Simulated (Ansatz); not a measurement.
## A geometry optimisation of AlMgNO2 with PBE0-D3(BJ)/pcseg-1

The starting geometry of this gas-phase triplet was optimised with GFN2-xTB as a singlet.

```
atom    x (Å)    y (Å)    z (Å)
  Al  -1.0896   0.6651  -0.8724
  Mg   1.0385  -0.0825   0.8621
   N  -0.6278  -1.0925  -1.2483
   O  -0.1434  -1.4063  -0.1114
   O  -0.1422   1.2967   0.3032
```

Task: Predict what becomes of its bonds when it is optimised with PBE0-D3(BJ)/pcseg-1.

Result: It rearranges, giving a structure given below by its coordinates. Contacts that open: Al1–Mg2 (2.85 → 3.50 Å), Al1–N3 (1.86 → 5.54 Å). Contacts that close: Mg2–N3 (2.87 → 2.09 Å).

The energy falls by 1.51 eV over 32 steps:

```csv
step,E − E(last) (eV)
1,1.513
4,0.980
8,0.963
11,0.963
15,0.957
18,0.695
22,0.395
25,0.122
29,0.000
32,0.000
```

Final geometry (Å):

| atom | x (Å) | y (Å) | z (Å) |
| --- | --- | --- | --- |
| Al | -0.9808 | 2.9962 | -0.2391 |
| Mg | -0.1520 | -0.4002 | -0.2376 |
| N | -0.0506 | -2.4550 | -0.6200 |
| O | 0.7971 | -2.1097 | 0.2671 |
| O | -0.5783 | 1.3492 | -0.2372 |

Frequencies at the end are all real (lowest 58 cm⁻¹). Open shells are spin-unrestricted. The triplet needn't be the ground state. Run with Ansatz 0.2.0, 3.1 min on 1 thread of Arm Neoverse V2, on a shared host.
